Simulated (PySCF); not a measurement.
selenium hexafluoride (F6Se), SMILES F[Se](F)(F)(F)(F)F.

Geometry: B3LYP-D3(BJ)/def2-SVP.

Computed with ωB97X/def2-TZVP (PySCF).

Isolated molecule, no solvent.

```yaml
total_energy: -3000.71885 hartree
point_group: Oh
highest_occupied_level: -15.28 eV
lowest_empty_level: -1.83 eV
orbital_gap: 13.45 eV
dipole_moment: 0.00 D
quadrupole, principal values (traceless, Buckingham form, about the centre of nuclear charge): 0.00, 0.00, 0.00 D·Å
mean_static_polarisability: 32.0 bohr³ (4.74 Å³)
polarisability_principal_values: 32.0, 32.0, 32.0 bohr³
```
